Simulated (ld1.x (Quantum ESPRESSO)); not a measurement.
**B (Z = 5): excitation energies, all-electron against RRKJ**

* Element: boron
* Generator: ld1.x (Quantum ESPRESSO) 7.5
* Type: norm-conserving RRKJ (Kleinman–Bylander form)
* Functional: PBE
* Relativity: fully relativistic
* Frozen core: [He]
* Valence charge: 3
* Reference configuration: 2s1 2p0 (charge +2)
* Partial waves: 2s (bound): rc 1.10 bohr; 3d channel at 0.05 Ry: rc 2.05 bohr; 2p (bound, empty): rc 1.90 bohr
* Local potential: the p channel
* Core correction: none
* rho0: 0.02

Open shells are filled in proportion to 2j + 1 (rel_dist='average').

Energies are relative to the spin-unpolarised reference configuration 2s1 2p0; without spin polarisation the order of configurations can differ from experiment. The p channel is local and has no spin–orbit splitting in the pseudo-atom. The frozen-core shift is the all-electron ΔE with the core orbitals held at their reference shape minus the fully relaxed ΔE.

Question: Give the all-electron excitation energy and the error of the potential for: 2s2 2p1; 2s2 2p0; 2s2 2p0.5; 2s1 2p2; 2s0 2p3; 2s2 2p1.3; 2s1 2p1.

Answer:

```
valence configuration  charge  ΔE all-electron (eV)  error AE − PS (meV)  frozen-core shift (meV)
              2s2 2p1       0               -33.642                 +125                     +5.4
              2s2 2p0      +1               -25.422                  +29                     +3.5
            2s2 2p0.5    +0.5               -30.755                  +88                     +4.8
              2s1 2p2       0               -27.791                 +220                     +3.4
              2s0 2p3       0               -21.921                 +328                     +2.3
            2s2 2p1.3    -0.3               -34.380                 +135                     +5.4
              2s1 2p1      +1               -19.281                 +138                     +2.0
```

Levels in the configuration 2s0 2p3:

```
   level  all-electron (eV)  pseudo (eV)
2p j=1/2             -4.444       -4.437
2p j=3/2             -4.440       -4.437
```
